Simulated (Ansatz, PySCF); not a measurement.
Reaction (SMILES): FC(F)(F)F [tetrafluoromethane] → F[C](F)F + F atom (the C-F bond at the site shown breaks; other sites are not compared here)
Each molecule is optimised on its own at B3LYP-D3(BJ)/def2-TZVP (Ansatz, a first-principles code).

Property: bond dissociation energy (enthalpy at 298 K, with B3LYP-D3(BJ) rigid-rotor harmonic-oscillator terms from PySCF), in kJ/mol. Valence correlation only, unless marked. Open shells are spin-unrestricted. No spin-orbit coupling. Non-relativistic. CBS marks a two-point X^-3 extrapolation of the correlation energy; Hartree-Fock from the larger set. The bracket is a focal-point correction in the basis named.

RI-MP2/CBS(aug-cc-pVTZ,aug-cc-pVQZ)+[CCSD(T)-MP2]/aug-cc-pVTZ (Ansatz) gives 550.6 kJ/mol.

Question: Another calculation gave 650.6 kJ/mol. Which level was it?
A. SVWN5/def2-TZVPD (Ansatz)
B. B2GP-PLYP/def2-TZVPD (Ansatz)
C. B97M-V/def2-TZVPD (Ansatz)
D. BLYP/def2-TZVPD (Ansatz)

Answer: A, SVWN5/def2-TZVPD (Ansatz). The others give 529.2 (B2GP-PLYP), 513.2 (BLYP), 539.6 (B97M-V) kJ/mol.
